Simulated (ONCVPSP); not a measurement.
**Ni (Z = 28), ONCV: configuration errors across variants**

ONCVPSP 4.0.1 input, shortened (lines: element, Z, core and valence counts, functional; n l f; lmax; l rc ep ncon nbas qcut; lloc lpopt rc5 dvloc0; l nproj debl; icmod fcfact rcfact), PBE, scalar-relativistic:

```
  Ni 28.00    3    4        4      upf
    1    0    2.00
    2    0    2.00
    2    1    6.00
    3    0    2.00
    3    1    6.00
    3    2    8.00
    4    0    2.00
    2
    0    1.15    0.00    3    7    9.70
    1    0.95    0.00    4    8   17.40
    2    1.45    0.00    5   10   11.60
    4    5    0.80   -1.00
    0    2    0.90
    1    1    2.50
    2    1    1.60
    3    1.50    1.30
```

All-electron excitation energies from the reference (eV): (1) 3s2 3p6 3d8 4s1 9.323; (2) 3s2 3p6 3d8 4s0 26.674; (3) 3s2 3p6 3d7 4s0 64.140; (4) 3s2 3p6 3d7 4s2 4p1 10.545.

3 further variants failed, have other tests or another functional or relativity, and are left out.

Errors AE − PS in meV (a dash: test not solved or not reliable):

```csv
change,(1),(2),(3),(4),bound ghosts,GHOST(+) flags above zero
base,+0.4,+3.6,-18,+36,none,none
"local potential polynomial inside 0.80 bohr (lpopt 5, dvloc0 1 Ha)",+0.4,+3.6,-19,+31,none,none
"core correction Teter function, fcfact 5.8, rcfact 1.3",+0.4,+3.4,-19,+37,none,none
p: qcut 16.6,+0.4,+3.6,-18,+37,none,none
s: rc 1.28,+0.3,+3.1,-19,+37,none,none
p: qcut 17,+0.4,+3.6,-18,+37,none,none
"local potential polynomial inside 0.65 bohr (lpopt 5, dvloc0 -1 Ha)",+0.4,+3.6,-18,+41,none,s
```

Q: Give the same row for: core correction Teter function fitted to the true core (icmod 2), fcfact 0.65.

A: +0.4, +3.3, -19, +36; bound ghosts: none; GHOST(+) flags above zero: none.
